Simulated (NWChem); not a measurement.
Molecule: C₂H₃ClF₂Si; SMILES F[SiH](F)C(=C)Cl

```xyz
9

C     -1.7909    -0.7590    -0.5218
C     -0.5349    -0.6541    -0.0814
Cl     0.4813    -2.0524     0.1380
Si     0.2777     0.9555     0.3685
F     -0.8365     2.1120     0.1972
F      1.4690     1.2855    -0.6650
H     -2.3938     0.1459    -0.6399
H     -2.2442    -1.7226    -0.7730
H      0.8298     0.9907     1.7371
```
Atoms are numbered in this order, from 1.

All runs: NWChem. Structure relaxed at the PBE0/def2-SVP level.

Task: What does the run give for CAM-B3LYP/def2-SVP? Quantities: highest occupied level (eV); orbital gap (eV); dipole (D).

Result: 
- highest occupied level (eV) = -9.21
- orbital gap (eV) = 9.32
- dipole (D) = 1.65
